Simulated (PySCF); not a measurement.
**Name the molecule from its bond curve**

A diatomic of charge +1 contains In. Its triplet curve at PBE0 in a double-zeta basis (scalar-relativistic core potentials, PySCF), in eV from the separated fragments:

```csv
R (Å),E (eV)
2.485,-0.217
2.601,-0.291
2.717,-0.330
2.803,-0.344
2.890,-0.347
2.977,-0.343
3.092,-0.331
3.237,-0.307
3.410,-0.273
3.641,-0.227
```

The fit gives ωe = 156 cm⁻¹ and the rotational constant Bₑ = 0.1866 cm⁻¹.

**Question.** Which atom is the partner?

**Answer.** The minimum lies at 2.884 Å, so the reduced mass is 16.8576 u Å² cm⁻¹/(Bₑ·Re²) = 10.86 u. With In at 114.90 u the partner weighs about 12.0 u: C. The molecule is InC⁺.

Spin–orbit coupling is left out. The state was picked by a PBE0 search and need not be the measured ground state.
